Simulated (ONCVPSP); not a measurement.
## Co (Z = 27): excitation energies, all-electron against ONCV

cobalt, optimised norm-conserving Vanderbilt (ONCV), made with ONCVPSP 4.0.1 (PBEsol, scalar-relativistic). Core [Ar], reference 3d7 4s1.5 4p0.5. Waves: 4s: rc 1.95 bohr, ncon 3, nbas 7, qcut 2.9 1/bohr, 2 projectors, debl 2.6 Ha; 4p: rc 3.05 bohr, ncon 4, nbas 8, qcut 3.1 1/bohr, 1 projector; 3d: rc 1.35 bohr, ncon 4, nbas 9, qcut 12.9 1/bohr, 2 projectors, debl 3.6 Ha. Local part: polynomial inside 1.10 bohr (lpopt 5, dvloc0 -1 Ha). Core correction: polynomial model core, fcfact 0.35.

Energies are relative to the spin-unpolarised reference configuration 3d7 4s1.5 4p0.5; without spin polarisation the order of configurations can differ from experiment.

Q: Give the all-electron excitation energy and the error of the potential for: 3d7 4s2 4p0; 3d7 4s1 4p0; 3d7 4s0 4p0; 3d6 4s2 4p0.

A:

```tsv
valence configuration	charge	ΔE all-electron (eV)	error AE − PS (meV)
3d7 4s2 4p0	0	-2.156	-0.3
3d7 4s1 4p0	+1	6.889	-5.9
3d7 4s0 4p0	+2	23.587	-40
3d6 4s2 4p0	+1	13.055	-165
```

Levels in the configuration 3d7 4s0 4p0:

```tsv
level	all-electron (eV)	pseudo (eV)
3d	-27.035	-26.952
```

Note: ghosts flagged at negative energy: s at -15.4 eV; GHOST(+) flagged for p at 2.27 eV. A true bound ghost makes a file unfit for plane-wave use.
